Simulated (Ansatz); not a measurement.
Gas-phase electronic energies from Ansatz, PBE0-D4/def2-TZVP geometries. CCSD(T)/CBS adds triple-zeta CCSD(T) − MP2 to the extrapolated MP2 energy (def2 sets, frozen cores). This one scheme is used for every species. DFT in def2-TZVPP. For Se outer-core shells are correlated without core-valence functions, which leaves a few kJ/mol of doubt a bond. Scalar relativity is left out up to krypton. Each species was taken in one conformer, which may not be the lowest.

`CC[SeH]` + `OPO` → `OP(O)[SeH]` + `CC`  (ligand exchange at the Se–C bond)

CCSD(T)/CBS gives -16.9 kcal/mol.

(1) Another level gave -20.5 kcal/mol. Which?
A. B2PLYP/def2-TZVPP
B. HF/def2-TZVPP
C. PBE0-D4/def2-TZVPP
D. r2SCAN/def2-TZVPP

Largest T1 diagnostic among the species: 0.013.

Answers

(1) D. r2SCAN -20.5, B2PLYP -17.4, HF/def2-TZVPP -14.8, PBE0-D4 -18.9 kcal/mol.

From r2SCAN to r2SCAN0 (25 % exact exchange), in def2-TZVPP and without D4, ΔE moves by +1.2 kcal/mol. Leaving LDA and LC-ωPBE aside and taking each functional with its dispersion term where it has one, the values, not all of them listed here, spread over 4.3 kcal/mol, from r2SCAN-D4 to ωB97X-V. At CCSD(T), def2-SVP lies +1.7 kcal/mol from the extrapolated value and def2-TZVPP +1.6 kcal/mol.
